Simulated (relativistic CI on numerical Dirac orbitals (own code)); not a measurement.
Method of calculation: Dirac-Coulomb-Breit CI, separate exchange-only KLI orbitals for each configuration, QED by a radiative potential, unscaled Slater integrals (own radial code, finite nucleus).

CI space (outside the closed core 1s2): 2s²2p⁵, 2s2p⁶, 2s²2p⁴3s, 2p⁶3s, 2s²2p⁴3p, 2p⁶3p, 2p⁶3d, 2s²2p⁴3d, 2s2p⁵3s, 2s2p⁵3p, 2s2p⁵3d, 2s²2p⁴4s, 2s²2p⁴4p, 2s²2p⁴4d, 2s²2p⁴4f, 2s²2p³3s², 2s²2p³3s3p, 2s²2p⁴5s, 2s2p⁵4s, 2s²2p³3s3d, 2s²2p⁴5p, 2s²2p³3p², 2s²2p⁴5d, 2s²2p⁴5f, 2s²2p⁴5g, 2s2p⁵4p, 2s2p⁵4d, 2s²2p³3p3d, 2s2p⁵4f, 2s2p⁴3s², 2s²2p³3d², 2s2p⁴3s3p, 2s2p⁴3s3d, 2s2p⁴3p², 2s2p⁵5s, 2s2p⁴3p3d. Levels of other configurations are missing.

At this charge energies of transitions that change n are usually good to better than 1 %, and those within a shell (Δn = 0) to a few per cent.

Outline of the computed level scheme of Pb LXXIV. Lowest level of each configuration: 2s²2p⁵ ²P°3/2 at 0.0 eV; 2s2p⁶ ²S1/2 at 2811.2 eV; 2s²2p⁴3s ⁴P5/2 at 10412.7 eV; 2s²2p⁴3p ⁴P°3/2 at 10574.7 eV; 2s²2p⁴3d ⁴D3/2 at 11376.7 eV; 2s2p⁵3s ⁴P°5/2 at 13155.4 eV; 2s2p⁵3p ⁴P3/2 at 13323.7 eV.

Some strong electric-dipole decays among the lowest 45 levels: 2s²2p⁴3d ²P3/2 → 2s²2p⁵ ²P°3/2 (3.1e+15 s⁻¹); 2s²2p⁴3d ²D5/2 → 2s²2p⁵ ²P°3/2 (2.6e+15 s⁻¹); 2s²2p⁴3d ²D5/2 → 2s²2p⁵ ²P°3/2 (1.6e+15 s⁻¹); 2s²2p⁴3d ²P1/2 → 2s²2p⁵ ²P°3/2 (1.2e+15 s⁻¹); 2s2p⁵3p ²P1/2 → 2s²2p⁵ ²P°3/2 (8.5e+14 s⁻¹); 2s2p⁵3p ²D5/2 → 2s²2p⁵ ²P°3/2 (7.9e+14 s⁻¹); 2s²2p⁴3d ⁴P1/2 → 2s²2p⁵ ²P°3/2 (5.9e+14 s⁻¹); 2s2p⁵3p ²D3/2 → 2s²2p⁵ ²P°3/2 (5.1e+14 s⁻¹).

LS names give the leading component of a level, which can be under half, so a name can repeat, a term be missing and a line seem to break the LS rules.
